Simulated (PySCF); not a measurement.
NMR data sheet: C5H10N2OSi

| Quantity | Value |
| --- | --- |
| Formula | C5H10N2OSi |
| SMILES | CN[Si@@H](N)c1ccco1 |
| Point group of the computed structure | C1 |
| Degrees of unsaturation | 3 |
| Carbon signals | 5 |
| Proton signals | 7 |

Bonds (- single, = double, # triple, : aromatic): C1-N2, N2-Si3, Si3-N4, Si3-C5, C5:C6, C6:C7, C7:C8, C8:O9, O9:C5. C1 carries H10, H11, H12; N2 carries H13; Si3 carries H14; N4 carries H15, H16; C6 carries H17; C7 carries H18; C8 carries H19. Stereochemistry as in CN[Si@@H](N)c1ccco1.

Averaged over atoms made equivalent by symmetry, fast rotation or ring inversion, one conformer, no solvent model, no relativistic terms. GIAO CAM-B3LYP/pcSseg-1 shieldings; PBE0-D3(BJ)/def2-SVP structure; PySCF 2.14.

δ = σ(ref) − σ, references computed at the same level: ¹H (σref 31.33) and ¹³C (σref 182.45) and ²⁹Si (σref 343.41) vs TMS; ¹⁵N (σref 267.29) against NH3; H2O for ¹⁷O (σref 338.55).

| carbon | δC, type | δH (multiplicity) | HMBC from (2–3 bonds) | span of the C tensor (ppm) |
| --- | --- | --- | --- | --- |
| C1 | 30.9, CH3 | 2.83 (s) | H14 | 57 |
| C5 | 164.4, C | – | H19, H17, H18, H14 | 166 |
| C6 | 133.4, CH | 7.04 (m) | H19, H18, H14 | 214 |
| C7 | 118.6, CH | 6.50 (m) | H19, H17 | 186 |
| C8 | 155.1, CH | 7.50 (m) | H17, H18 | 159 |

Other nuclei:
```csv
atoms,nucleus,environment,δ (ppm),σ (ppm)
H14,¹H,"hydrogen on a silicon bonded to C, 2 N",4.98,26.34
H15/H16,¹H,hydrogen on a nitrogen bonded to Si,1.01,30.31
H13,¹H,"hydrogen on a nitrogen bonded to C, Si",0.23,31.09
Si3,²⁹Si,"silicon bonded to C, 2 N, H",-37.7,381.1
N2,¹⁵N,"nitrogen bonded to C, Si, H",42.7,224.6
N4,¹⁵N,"nitrogen bonded to Si, 2 H",31.1,236.2
O9,¹⁷O,aromatic ring oxygen,320.2,18.3
```

- Carbon types of the structure: 1 × C, 3 × CH, 1 × CH3, leaving 4 H on heteroatoms.
- δC 164.4: substituted aromatic carbon next to the ring oxygen.
- δC 155.1: aromatic CH next to the ring oxygen.
- δC 133.4, 118.6: aromatic CH.
- δH 7.50: hydrogen on an aromatic CH next to the ring oxygen; aromatic region.
- δH 7.04, 6.50: hydrogen on an aromatic CH; it sits in the deshielding region of the aromatic ring current.

OH and NH positions are those of a molecule without intermolecular hydrogen bonds; in solution they move with solvent, concentration and temperature, and exchange usually removes their couplings. Shifts are as computed, not scaled to solution data. Of 1211 compounds with measured shifts, 218 miss one by over three times the rms of a fit or turn the order of signals round; such compounds aren't used in these exercises. Unscaled 17O shifts of doubly bonded oxygen tend to come out too high, by tens of ppm or more. Experimental scales use liquid or dissolved standards, which lie at an offset from isolated NH3 (liquid NH3: subtract about 20 ppm) and H2O (liquid H2O: subtract about 36 ppm). Multiplicities follow the n + 1 count of equivalent neighbours, as no J values were calculated; m marks all less simple cases, F and P coupling included.
